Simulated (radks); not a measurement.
These are the eigenvalues of the occupied orbitals of an atom or ion with whole-number occupations (eV). Method: Dirac Kohn-Sham, exchange-only LDA, spin-unpolarised, spherical densities, point nucleus; computed with a radial shooting solver on a logarithmic mesh with Libxc functionals.

1s1/2: -31492.15
2s1/2: -7661.983
3d3/2: -3191.431

Which element is it, and in what charge state? The configuration may be excited. Open shells, if any, fill j = l - 1/2 first.

Answer. Z = 48, cadmium, charge +45: Cd45+ in 1s1 2s1 3d1. The list shows which subshells hold electrons but not how many an open one holds; the 1s level, -1157.3 hartree, gives Z - s = 48.1 by -(Z - s)^2/2, which with screening and relativity narrows Z to a few neighbours, and the depths of the outer levels then fix element, charge and occupations together.
